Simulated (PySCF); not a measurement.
Choosing a molecule for a target property.

Species are written as SMILES; each is one conformer at its optimised geometry, gas phase (atoms past krypton carry core potentials, spin–orbit coupling is left out). Electronic properties by PySCF.

Dipoles, sizes and rotational constants follow the conformer. The torsions of the flexible species, by atom-mapped SMILES:
- `[O:1]=[C:2]([Cl:3])[c:4]1[cH:5][cH:6][cH:7][o:8]1`: O1–C2–C4–C5 0°
- `[CH3:1][CH2:2][CH2:3][c:4]1[cH:5][cH:6][n:7][cH:8][cH:9]1`: C1–C2–C3–C4 180°, C2–C3–C4–C5 89°
- `[CH3:1][O:2][c:3]1[cH:4][cH:5][cH:6][c:7]([CH3:8])[cH:9]1`: C1–O2–C3–C4 1°

Task: Wanted: vertical ionisation energy between 9.5 eV and 10 eV (ΔSCF wB97X-D/def2-SVPD) and HOMO energy below -9 eV (wB97X-D/def2-SVPD), at PBE0-D3(BJ)/def2-SVP geometries. Which candidate meets both?
A. `O=C(Cl)c1ccco1`
B. `[NH2][Re](=[O])(=[O])=[O]`
C. `c1c(cc(cc1)C)OC`
D. `c1nccc(CCC)c1`

Result: A. Computed values:
```csv
species,vertical ionisation energy,HOMO energy
c1c(cc(cc1)C)OC,8.17 eV,-8.10 eV
c1nccc(CCC)c1,9.33 eV,-9.23 eV
O=C(Cl)c1ccco1,9.59 eV,-9.42 eV
[NH2][Re](=[O])(=[O])=[O],11.28 eV,-10.96 eV
```
